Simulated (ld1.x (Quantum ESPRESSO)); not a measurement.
**Configuration tests for K (TM)**

* Element: K (Z = 19)
* Generator: ld1.x (Quantum ESPRESSO) 7.5
* Type: norm-conserving Troullier–Martins (Kleinman–Bylander form)
* Functional: PBE
* Relativity: scalar-relativistic
* Frozen core: [Ne] 3s2
* Valence charge: 7
* Reference configuration: 3p6 4s1 4p0
* Partial waves: 3p (bound): rc 1.35 bohr; 3d channel at 0.2 Ry: rc 3.00 bohr; 4s (bound): rc 3.30 bohr
* Local potential: the s channel
* Core correction: Bessel-smoothed model core inside 0.85 bohr

Energies are relative to the spin-unpolarised reference configuration 3p6 4s1 4p0; without spin polarisation the order of configurations can differ from experiment.

```json
{"valence configuration": "3p6 4s0 4p0", "charge": "+1", "ΔE all-electron (eV)": "4.314", "error AE − PS (meV)": "-0.4"}
{"valence configuration": "3p6 4s0.5 4p0", "charge": "+0.5", "ΔE all-electron (eV)": "1.641", "error AE − PS (meV)": "+0.3"}
```

(1) What are ΔE and the potential's error for 3p6 4s0 4p1?

(2) What are ΔE and the potential's error for 3p5 4s1 4p0?

Levels in the configuration 3p5 4s1 4p0:

```json
{"level": "3p", "all-electron (eV)": "-31.411", "pseudo (eV)": "-32.010"}
{"level": "4s", "all-electron (eV)": "-8.601", "pseudo (eV)": "-8.536"}
```

Answers

(1) ΔE = 1.553 eV all-electron; the error (AE − PS) is -159 meV.

(2) ΔE = 24.930 eV all-electron; the error (AE − PS) is -331 meV.
